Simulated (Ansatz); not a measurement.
H₄SeSiZn, singlet, geometry from GFN2-xTB (such geometries of metal compounds can be far from the true shape); PBE0/def2-TZVPP (Ansatz, a first-principles code).

Here is a job for Ansatz.
Ansatz 0.2 input:
```yaml
crystal:
  periodic: [false, false, false]
  atoms:
    - {symbol: Zn, position_ang: [0.31078829, -0.36930909, 0.53547553]}
    - {symbol: Se, position_ang: [0.27215925, 1.16651006, -1.38345545]}
    - {symbol: H, position_ang: [1.60353104, 1.60247105, -1.60242481]}
    - {symbol: Si, position_ang: [-1.12602544, -1.72286875, 1.86569094]}
    - {symbol: H, position_ang: [-2.02321968, -2.49166581, 0.99462939]}
    - {symbol: H, position_ang: [-1.96476997, -0.89303153, 2.73731088]}
    - {symbol: H, position_ang: [-0.42824847, -2.67968061, 2.72403095]}
basis:
  gaussian:
    orbitals: def2-TZVPP
hamiltonian:
  xc: pbe0
```

Output, abridged:

```
Functional definition: PBE0
1523 factors; their error is unknown
mean field evaluation 1: about -121692.2311 eV, gradient 3.8e1 eV
mean field evaluation 2: about -121688.7852 eV, gradient 7.4e1 eV
mean field evaluation 4: about -121694.7308 eV, gradient 1.4e0 eV
mean field evaluation 8: about -121695.2477 eV, gradient 1.3e-1 eV
mean field evaluation 16: about -121695.2477 eV, gradient 1.7e-5 eV
mean field -121695.24770989 eV, -4472.2178653367 hartree, gradient 1.7e-5 eV, S^2 0.000000; 0 other end points of the search recorded, 0 dependent functions left out
reference -121695.24774349 eV, -4472.2178665718 hartree; 41, 41 occupied and 169, 169 virtual orbitals, 1523 factors
Total energy: -121695.24774349 eV, -4472.2178665718 hartree
```
